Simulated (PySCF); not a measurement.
# BaBr: everyday levels beside a composite calculation

PySCF; the state is a doublet (σ ↑). The composite is CCSD(T) extrapolated to the basis-set limit from two correlation-consistent sets, with core-valence (CV) and scalar-relativistic (SR) terms as its label shows; it has no spin–orbit coupling and nothing beyond (T). Here it is CCSD(T)/CBS(DT). It gives Re = 2.874 Å, ωe = 191 cm⁻¹ and De = 4.07 eV to Ba + Br.

```
      level         basis     relativity  Re (Å)  ωe (cm⁻¹)  De (eV)
        UHF  x2c-TZVPPall  spin-free X2C   2.949        179     3.63
UHF-SCS-MP2  x2c-TZVPPall  spin-free X2C   2.876        187     3.98
        PBE  x2c-TZVPPall  spin-free X2C   2.836        192     4.32
       PW91  x2c-TZVPPall  spin-free X2C   2.835        192     4.36
     r²SCAN  x2c-TZVPPall  spin-free X2C   2.846        193     4.63
       PBE0   x2c-TZVPall  spin-free X2C   2.837        194     4.28
       PBE0  x2c-TZVPPall  spin-free X2C   2.838        194     4.31
        M06  x2c-TZVPPall  spin-free X2C   2.846        192     3.65
  CAM-B3LYP  x2c-TZVPPall  spin-free X2C   2.868        189     4.12
     B2PLYP  x2c-TZVPPall  spin-free X2C   2.867        188     4.06
```

Give the difference of each row from the composite.



```tsv
level	basis	ΔRe (pm)	Δωe (%)	ΔDe (eV)
UHF	x2c-TZVPPall	+7.5	-6.3	-0.44
UHF-SCS-MP2	x2c-TZVPPall	+0.2	-2.1	-0.09
PBE	x2c-TZVPPall	-3.8	+0.5	+0.25
PW91	x2c-TZVPPall	-3.9	+0.5	+0.29
r²SCAN	x2c-TZVPPall	-2.8	+1.0	+0.56
PBE0	x2c-TZVPall	-3.7	+1.6	+0.21
PBE0	x2c-TZVPPall	-3.6	+1.6	+0.24
M06	x2c-TZVPPall	-2.8	+0.5	-0.42
CAM-B3LYP	x2c-TZVPPall	-0.6	-1.0	+0.05
B2PLYP	x2c-TZVPPall	-0.7	-1.6	-0.01
```

Which rows come closest in De?

B2PLYP in x2c-TZVPPall (-0.01 eV), counted from the composite.

Correlated steps freeze the inner cores (27 to 37 orbitals); shallow outer-core shells are correlated. Spin–orbit coupling is left out, which matters for elements this heavy, above all for dissociation energies. B2PLYP dipoles, levels and charges come from its SCF part alone. The state was picked by a PBE0 search and need not be the measured ground state.
